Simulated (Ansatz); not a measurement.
Computed with Ansatz on PBE0-D4/def2-TZVP structures; ΔE is electronic, products minus reactants. CBS: MP2 limit from def2 TZ/QZ plus the TZ coupled-cluster correction, frozen cores. This one scheme is used for every species. DFT in def2-TZVPP. def2 core potentials past Kr. For Mo outer-core shells are correlated without core-valence functions, which leaves a few kJ/mol of doubt a bond. One conformer a species, not always the lowest.

Consider the formal hydrolysis of a Mo–C bond: `[CH3][Mo](=[O])([F])=[S]` + H₂O → `[O]=[Mo]([OH])([F])=[S]` + CH₄.

Question: Is it downhill or uphill in electronic energy at CCSD(T)/CBS, and by how much? (Best estimate.)

Answer: Ansatz gave: Downhill: ΔE = -0.93 eV.

Question: What do these levels give: LDA (SPW92), B97M-V, BLYP, r2SCAN, r2SCANh, MP2/CBS(def2)? (An estimate is asked.)

Answer: The calculation gave: LDA (SPW92) -1.12, B97M-V -1.21, BLYP -1.23, r2SCAN -1.18, r2SCANh -1.14, MP2/CBS(def2) -0.98 eV.

Largest T1 diagnostic among the species: 0.025, so the coupled-cluster value is less sure than usual.

From BLYP to BHLYP (50 % exact exchange), in def2-TZVPP and without D4, ΔE moves by +0.14 eV. At CCSD(T), def2-SVP lies −0.21 eV from the extrapolated value and def2-TZVPP −0.04 eV.
